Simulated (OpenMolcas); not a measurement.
## Se2+: effect of the level shift or regulariser

| Item | Value |
| --- | --- |
| Program | OpenMolcas 26.06 |
| Basis | ANO-RCC-VQZP [7s6p4d2f1g] |
| Scalar Hamiltonian | DKH2, point nucleus |
| Active space | 4 electrons in 9 orbitals (RAS2 4s 4p; RAS3 4d, at most 2 electrons) |
| State averaging | 2S+1 = 3 even, 6 roots; 2S+1 = 1 even, 12 roots; 2S+1 = 5 odd, 1 root; 2S+1 = 3 odd, 8 roots; 2S+1 = 1 odd, 8 roots |
| Spin-orbit coupling | state interaction with AMFI integrals over the reference wave functions, term energies averaged over their components |

Methods on the same reference wave functions:
A. RASSCF
B. MS-RASPT2, IPEA 0.25 Eh, imaginary shift 0.1 Eh (closed shells correlated: 3d)
C. MS-RASPT2, IPEA 0.25 Eh, real shift 0.2 Eh (closed shells correlated: 3d)

Energies in cm⁻¹ above 4s² 4p² ³P₀, the measured ground level; measured values from Moore, Atomic Energy Levels, vol. II, NSRDS-NBS 35 (1971 reprint of NBS Circular 467, 1952).

```json
{"Level": "4s² 4p² ³P₀", "A": "0.0", "B": "0.0", "C": "0.0", "Measured": "0.0"}
{"Level": "4s² 4p² ³P₁", "A": "1477", "B": "1511", "C": "1510", "Measured": "1741"}
{"Level": "4s² 4p² ³P₂", "A": "3506", "B": "3510", "C": "3500", "Measured": "3937"}
{"Level": "4s² 4p² ¹D₂", "A": "14473", "B": "12930", "C": "12950", "Measured": "13032"}
{"Level": "4s² 4p² ¹S₀", "A": "30219", "B": "28040", "C": "28090", "Measured": ""}
{"Level": "4s 4p³ ⁵S°₂", "A": "60122", "B": "65040", "C": "65010", "Measured": ""}
{"Level": "4s 4p³ ³D°₁", "A": "88932", "B": "90600", "C": "90620", "Measured": ""}
{"Level": "4s 4p³ ³D°₂", "A": "88981", "B": "90660", "C": "90680", "Measured": "92723"}
{"Level": "4s 4p³ ³D°₃", "A": "89345", "B": "91030", "C": "91050", "Measured": ""}
{"Level": "4s 4p³ ³P°₂", "A": "104053", "B": "104820", "C": "104850", "Measured": ""}
{"Level": "4s 4p³ ³P°₀", "A": "104084", "B": "104850", "C": "104880", "Measured": ""}
{"Level": "4s 4p³ ³P°₁", "A": "104160", "B": "104930", "C": "104960", "Measured": "106591"}
```

Deviations, from unrounded energies. A percentage is the sum of absolute deviations over the sum of measured energies, with the sign that they share, or ± where signs differ.

```tsv
Against measurement	Levels	A	B	C
mean absolute deviation (cm-1)	5	1700	900	880
fine structure of the ground term (%)	2	-12.2	-11.6	-11.7
other terms of the ground configuration (%)	1	+11.1	-0.8	-0.6
other configurations (%)	2	-3.1	-1.9	-1.8
```

B, C lie about equally close to measurement and A furthest from it. The largest miss of C in the table is 4s 4p³ ³D°₂, by -2000 cm-1. The ranking rests on the paired levels alone, and a cruder setting can come out closer through cancelling errors.

Between B and C the level of the table that moves most is 4s² 4p² ¹S₀, by 51 cm-1 (lowest in B, highest in C). Moves below CASPT2's spread within the term are not significant.

The mean deviations of B to C differ by less than CASPT2's widest spread within a term (15 cm-1), so their order carries little weight.

From A to B the spin-free energies of the other terms of 4s² 4p² shown, above ³P, scale by factors of 0.86 to 0.92.

The lowest spin-free term lies below A's lowest term by 0.113 hartree in B, 0.113 hartree in C.

CASPT2 does not keep the components of a term degenerate, so their means are used; among the terms shown or strongly mixed into the levels shown the widest spread is 15 cm-1 (4s 4p³ ³D°, B). The run also gave levels led by 4s 4p² 4d, 4s² 4p 4d, which use shells meant for correlation; these and all levels above them are left out. Some terms mix strongly with configurations of 4d, whose occupation reaches 0.19 (4s 4p³ ³D°, 4s 4p³ ³P°). Computed and measured levels are paired by configuration, term and J; levels that our copy of the source lacks, or whose pairing is in doubt (as where it misses far off the trend of its configuration), stay unpaired and out of the deviations. Only configurations of the active space appear. The table leaves out levels that lie high or whose names do not pair safely across all columns.

° marks odd parity.
